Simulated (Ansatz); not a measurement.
Species: C₂HF₂ (charge 0, doublet). SMILES: F[C]=CF

Atoms: F1, C2, C3, F4, H5. Bonds: F1-C2, C2-C3, C2-H5, C3-F4.

Bond lengths (Å) and angles (degrees) optimised at PBE/6-31G* with Ansatz (a program for electronic structure); B3LYP/6-31G* with Ansatz; MP2/6-31G* with Ansatz, each started from the B3LYP-D3(BJ)/def2-TZVP structure (Ansatz) of the last column. A row stands for all coordinates that are equal there. 6-31G* holds six Cartesian d functions. No wavenumbers were computed at PBE/6-31G*, MP2/6-31G*, so these may be saddle points.

```csv
coordinate,PBE/6-31G*,B3LYP/6-31G*,MP2/6-31G*,B3LYP-D3(BJ)/def2-TZVP
F1-C2,1.350,1.345,1.352,1.343
C2-C3,1.332,1.321,1.294,1.313
C2-H5,1.098,1.088,1.084,1.085
C3-F4,1.321,1.315,1.318,1.307
F1-C2-C3,121.5,121.4,121.5,121.4
C2-C3-F4,127.9,127.9,128.6,128.6
F1-C2-H5,114.5,114.5,114.4,114.6
C3-C2-H5,124.0,124.1,124.1,124.0
```

Mean signed difference of all 4 bond lengths from B3LYP-D3(BJ)/def2-TZVP: PBE/6-31G* 0.013 Å, B3LYP/6-31G* 0.005 Å, MP2/6-31G* 0.000 Å.
